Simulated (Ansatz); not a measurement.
Computed with frozen-core CCSD(T)/def2-TZVPP // PBE0-D3(BJ)/def2-TZVP run with Ansatz (an electronic-structure program). The restricted HF reference is unstable towards unrestricted orbitals.

Ansatz 0.2 input:
```yaml
crystal:
  periodic: [false, false, false]
  atoms:
    - { symbol: C, position_ang: [2.29865, 0.347298, -0.310006] }
    - { symbol: Si, position_ang: [1.190104, -0.394835, 0.742893] }
    - { symbol: C, position_ang: [-0.631336, -0.132813, 0.702298] }
    - { symbol: C, position_ang: [-1.249096, 0.791129, -0.315863] }
    - { symbol: C, position_ang: [-1.456545, -0.673855, -0.451775] }
    - { symbol: H, position_ang: [2.014207, 1.083807, -1.052828] }
    - { symbol: H, position_ang: [3.355458, 0.108482, -0.27298] }
    - { symbol: H, position_ang: [1.645557, -1.371507, 1.759655] }
    - { symbol: H, position_ang: [-1.129458, -0.166084, 1.666623] }
    - { symbol: H, position_ang: [-2.082877, 1.399216, 0.012121] }
    - { symbol: H, position_ang: [-0.5882, 1.280494, -1.020916] }
    - { symbol: H, position_ang: [-2.431137, -1.080432, -0.210996] }
    - { symbol: H, position_ang: [-0.93533, -1.190898, -1.248222] }
basis:
  gaussian: { orbitals: def2-TZVPP }
correlation:
  method: ccsd_t
```

Output:

```
Functional definition: HF
1609 factors; integrals over basis functions are off by at most 1.1e-3 eV
mean field evaluation 1: about -12104.9540 eV, gradient 4.2e1 eV
mean field evaluation 2: about -12105.2027 eV, gradient 4.3e1 eV
mean field evaluation 4: about -12110.0863 eV, gradient 4.3e0 eV
mean field evaluation 8: about -12110.1716 eV, gradient 3.6e-1 eV
mean field evaluation 16: about -12104.9543 eV, gradient 4.2e1 eV
mean field -12110.17283461 eV, -445.0406431020 hartree, gradient 6.3e-6 eV, S^2 0.000000; 0 other end points of the search recorded, 0 dependent functions left out; unrestricted orbitals would lower it
9 core orbitals not correlated
reference -12110.17283461 eV, -445.0406431020 hartree; 14, 14 occupied and 255, 255 virtual orbitals, 1609 factors
second order -21.57822691 eV of doubles, -0.00000000 eV of singles
cycle   1  -22.19101178 eV  change   -6.1e-1 eV  update   1.0e-1
cycle   2  -22.76323530 eV  change   -5.7e-1 eV  update   3.1e-2
cycle   3  -22.86543612 eV  change   -1.0e-1 eV  update   1.5e-2
cycle   4  -22.85846270 eV  change    7.0e-3 eV  update   4.4e-3
cycle   5  -22.85892969 eV  change   -4.7e-4 eV  update   2.2e-3
cycle   6  -22.85914350 eV  change   -2.1e-4 eV  update   7.2e-4
cycle   7  -22.85889530 eV  change    2.5e-4 eV  update   2.7e-4
cycle   8  -22.85896305 eV  change   -6.8e-5 eV  update   1.0e-4
cycle   9  -22.85897897 eV  change   -1.6e-5 eV  update   2.9e-5
perturbative correction -1.04498714 eV, -0.0384025693 hartree
Total energy: -12134.07680073 eV, -445.9190976541 hartree
```

Cost: about 29 core-minutes (a rough figure).
